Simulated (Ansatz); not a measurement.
`C[CH2][Sn][CH3]` + H₂ → `[CH3][Sn][CH3]` + CH₄  (hydrogenolysis of a C–C bond)

Calculated with Ansatz (gas phase, PBE0-D4/def2-TZVP geometries, no zero-point term in ΔE). CCSD(T)/CBS is the MP2 limit (def2-TZVPP, def2-QZVPP) plus CCSD(T) − MP2 in def2-TZVPP, frozen cores. This one scheme is used for every species. Functionals use def2-TZVPP. def2 core potentials past Kr. For Sn outer-core shells are correlated without core-valence functions, which leaves a few kJ/mol of doubt a bond. One conformer a species, not always the lowest.

Is it downhill or uphill in electronic energy at CCSD(T)/CBS, and by how much? (Best estimate.)

Computed: Downhill: ΔE = -80.5 kJ/mol.

What do these levels give: revPBE-D4, BHLYP-D4, ωB97M-V, CCSD/def2-SVP, CCSD(T)/def2-SVP, SCS-MP2/def2-TZVPP? (Estimate.)

Computed: revPBE-D4 -73.6, BHLYP-D4 -88.2, ωB97M-V -84.1, CCSD/def2-SVP -84.0, CCSD(T)/def2-SVP -80.4, SCS-MP2/def2-TZVPP -81.8 kJ/mol.

Largest T1 diagnostic among the species: 0.013.

The D4 term adds +10.6 kJ/mol with B3LYP and +5.8 kJ/mol with PBE0; it sums over pairs of atoms, weighted by their polarisabilities, and B3LYP, whose exchange is more repulsive, gets the larger term. Leaving LDA and LC-ωPBE aside and taking each functional with its dispersion term where it has one, the values, not all of them listed here, spread over 17.4 kJ/mol, from B97M-V to revPBE-D4. LDA lies +9.5 kJ/mol from PBE without D4.

B3LYP here is the variant with VWN-RPA as its local correlation; programs differ in this.
